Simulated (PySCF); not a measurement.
## Stretching CaBr

Set-up: basis Ca def2-SVP, Br def2-SVP; no relativity; PySCF 2.14. Energies in eV from Ca + Br in their ground configurations at the same level. State: ²Σ⁺ (doublet), unpaired electrons σ ↑.

| R (Å) | HSE06 | M06 |
| --- | --- | --- |
| 2.229 | -3.023 | -2.613 |
| 2.333 | -3.506 | -3.097 |
| 2.437 | -3.768 | -3.356 |
| 2.514 | -3.860 | -3.444 |
| 2.592 | -3.886 | -3.466 |
| 2.670 | -3.862 | -3.437 |
| 2.773 | -3.774 | -3.342 |
| 2.903 | -3.603 | -3.165 |
| 3.059 | -3.347 | -2.903 |

Question: Put a parabola through the three lowest points of the HSE06 curve and estimate Re, k and ωe (reduced mass 26.53 u; 1 eV/Å² = 0.16022 mdyn/Å; ωe = 1302.8·√(k/μ) cm⁻¹).

Answer: Through R = 2.514, 2.592, 2.67 Å the second-order coefficient is 4.11 eV/Å², so Re ≈ 2.594 Å, k ≈ 1.32 mdyn/Å and ωe ≈ 290 cm⁻¹. A polynomial fit of higher order to the unrounded HSE06 energies gives Re = 2.590 Å, k = 1.33 mdyn/Å, ωe = 291 cm⁻¹; anharmonicity and rounding make the difference.

The higher-order fit for each curve: HSE06: Re = 2.590 Å, ωe = 291 cm⁻¹, De = 3.89 eV; M06: Re = 2.583 Å, ωe = 296 cm⁻¹, De = 3.47 eV.

Spin–orbit coupling is left out. The state is the lowest determinant that a PBE0 search found; another state may lie lower at other levels.
